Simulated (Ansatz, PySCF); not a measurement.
Gas-phase reaction in SMILES: C[Si](C)[SiH3] -> C[Si-](C)[SiH3] (an electron is taken up)
Geometries: B3LYP-D3(BJ)/def2-TZVP minima from Ansatz (an electronic-structure program). Frequencies are from Ansatz or PySCF.

Wanted: adiabatic electron affinity (0 K, with B3LYP-D3(BJ) harmonic zero-point energies), positive where the reaction releases energy, in eV. Valence correlation only, unless marked. Open shells are spin-unrestricted. Spin-orbit coupling is left out. No relativistic terms. Anions need diffuse functions: aug- sets have them; def2-D sets add few; the other sets have none. CBS marks a two-point X^-3 extrapolation of the correlation energy; Hartree-Fock from the larger set. The bracket is a focal-point correction in the basis named.

RI-MP2/CBS(aug-cc-pV(T+d)Z,aug-cc-pV(Q+d)Z)+[CCSD(T)-MP2]/aug-cc-pV(T+d)Z (Ansatz) gives 1.43 eV.

Question: Another calculation gave 1.23 eV. Which level was it?
A) wB97M-V/def2-TZVPD (Ansatz)
B) BHLYP/def2-TZVPD (Ansatz)
C) B2GP-PLYP/def2-TZVPD (Ansatz)

Answer: C, B2GP-PLYP/def2-TZVPD (Ansatz). The others give 1.06 (BHLYP), 1.41 (wB97M-V) eV.
